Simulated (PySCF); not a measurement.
# From computed data to an observable: chemical shift, span and skew from a shielding tensor

Al(Me)2(OH) (C₂H₇AlO), SMILES [OH][Al]([CH3])[CH3]. Atoms are numbered in the order given.

```xyz
11

Al     0.0501    -0.0003     0.0000
C     -0.8697     1.7280     0.0000
H     -1.5240     1.8382     0.8838
H     -1.5240     1.8382    -0.8838
H     -0.1606     2.5721     0.0000
C     -0.8957    -1.7251     0.0000
H     -0.2287    -2.6037     0.0000
H     -1.5549    -1.8109    -0.8834
H     -1.5549    -1.8109     0.8834
O      1.7673     0.0812     0.0000
H      2.3504    -0.6867     0.0000
```
Charge 0, spin multiplicity 1.

Geometry optimised at TPSSh-D3(BJ)/def2-SVP. The isomer is the one that the SMILES or the coordinates give; other isomers of the formula were not compared. One conformer was computed; it need not be the lowest.

GIAO shieldings from B3LYP/pcSseg-1 (PySCF), non-relativistic, no solvent. The symmetric part of the tensor of C2 has the principal values 183.6, 191.3, 200.7 ppm. The same nucleus in TMS has σ = 181.3 ppm at this level (PySCF, at its B3LYP-D3(BJ)/def2-TZVP geometry).

### Question
Work out the isotropic shielding, the ¹³C shift against TMS, the span and the skew.

### Answer

σ(iso) = (σ11 + σ22 + σ33)/3 = 191.9 ppm. δ = σ(ref) − σ(iso) = 181.3 − (191.9) = -10.6 ppm.
Span Ω = σ33 − σ11 = 17.1 ppm. Skew κ = 3(σ(iso) − σ22)/Ω = 0.10. Tumbling in solution averages the tensor to δ; in a static solid the shielding alone would spread this spin-1/2 line over Ω.
